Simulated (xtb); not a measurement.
Si(F)2(Me)(NH2) (CH5F2NSi), SMILES C[Si](N)(F)F. All values are semi-empirical tight-binding results from xtb (GFN2-xTB unless named), good for trends rather than for accurate numbers. Geometry: GFN2-xTB. This is a generated structure with no PubChem entry under its InChIKey; it may be hypothetical. One conformer was computed; it need not be the lowest.

Computed properties:
```
Item                                                  Result
---------------------------------------------  -------------
orbital gap                                          7.24 eV
dipole moment                                         3.80 D
zero-point energy                              42.2 kcal/mol
G − E(el) at 298.15 K (modified RRHO)          22.3 kcal/mol
static polarisability (D4 model)                  60.6 bohr³
solvation energy, GFN2-xTB/ALPB(water)         -4.3 kcal/mol
solvation energy, GFN2-xTB/ALPB(acetonitrile)  -4.4 kcal/mol
```
